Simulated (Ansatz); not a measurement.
The cluster TiO₄H₄. Charge 0, multiplicity 1. Geometry PBE-D4/def2-SVP, basis def2-TZVP, Ansatz.

Cartesian coordinates in Å:
```
Ti 0.2394 0.1462 -0.1557
O -0.1980 0.4182 1.9732
O 1.2423 -0.6251 -1.3826
O 0.5129 -0.7574 1.4615
O -1.5214 0.1211 -0.5412
H -1.1172 0.0731 2.0760
H 0.7954 1.7679 -0.2122
H -1.9510 -0.1146 -1.3822
H 1.9976 -1.0294 -1.8369
```

```csv
run,HOMO (eV),LUMO (eV)
A,-10.92,0.79
B,-7.56,-1.95
C,-10.57,0.74
D,-7.98,-1.57
E,-6.91,-2.57
F,-6.81,-2.54
```

LC-ωPBE has ω = 0.4 bohr⁻¹. HSE06 is defined as in plane-wave codes, on full-range PBE exchange. The structure holds one bond between oxygen atoms, so isomers without such links may lie far lower. The structure comes from a short search, and lower isomers may exist.

Q: The runs used B97M-V, HSE06, LC-ωPBE, PBE0, r2SCAN, ωB97X-V. Estimate which is which.

A: A LC-ωPBE (range-separated); B HSE06 (range-separated); C ωB97X-V (range-separated); D PBE0 (25 % exact exchange); E B97M-V (0 % exact exchange); F r2SCAN (0 % exact exchange). Exact exchange lowers occupied and raises empty levels; among semilocal functionals meta-GGAs tend to open the gap a little, and such runs are hard to tell apart. The gap grows from 4.27 eV (r2SCAN) to 11.71 eV (LC-ωPBE).
